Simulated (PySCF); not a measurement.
The same groups moved round the core (benzothiophene boryl+boryl). All species are isolated molecules in the gas phase. One relaxed conformer stands for each flexible species; it need not be the lowest. Strings in code marks are SMILES.

Method: PySCF with PBE0-D4/def2-TZVP // PBE0-D4/def2-SVP. All candidates: neutral, multiplicity 1. Delta-SCF ions had no search for a lower state. 

- LUMO: -2.32 eV
- vertical ionisation energy (Delta-SCF): 8.54 eV
- HOMO–LUMO gap: 4.62 eV

Name which member has these values.
(A) `Bc1csc2c(B)cccc12`
(B) `Bc1cc(B)c2ccsc2c1`
(C) `Bc1ccc(B)c2sccc12`
(D) `Bc1cc2cccc(B)c2s1`

A, `Bc1csc2c(B)cccc12`. The others give `Bc1cc(B)c2ccsc2c1`: -2.50 eV, 8.49 eV, 4.39 eV; `Bc1cc2cccc(B)c2s1`: -2.62 eV, 8.43 eV, 4.21 eV; `Bc1ccc(B)c2sccc12`: -2.99 eV, 8.41 eV, 3.79 eV
